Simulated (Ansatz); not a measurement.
Reactions of C10H22S, SMILES `CCCCCSCCCCC`.

Gas-phase electronic energies from Ansatz, PBE0-D4/def2-TZVP geometries. CCSD(T)/CBS adds triple-zeta CCSD(T) − MP2 to the extrapolated MP2 energy (def2 sets, frozen cores). This one scheme is used for every species, atoms too. DFT in def2-TZVPP. Open shells (•) are unrestricted, without spin–orbit coupling. Spin–orbit coupling would lower the free atoms: a little for C, S. One conformer a species, not always the lowest.

```tsv
reaction	PBE0-D4 (kJ/mol)
`CCCCCSCCCCC` + H₂O → `CCCCCO` + `CCCCCS`	43
`CCCCCSCCCCC` → 10 C• + 22 H• + S•	13180
`CCCCCSCCCCC` + `CCCO` → `CCCCCCCCO` + `CCCCCS`	11
`CCCCCSCCCCC` + HCl → `CCCCCCl` + `CCCCCS`	12
```

Task: Give the CCSD(T)/CBS values in the same order. (Best estimate.)

Result: Ansatz gave: 50, 13072, 10, 14 kJ/mol.

Largest T1 diagnostic: 0.010, for S•.
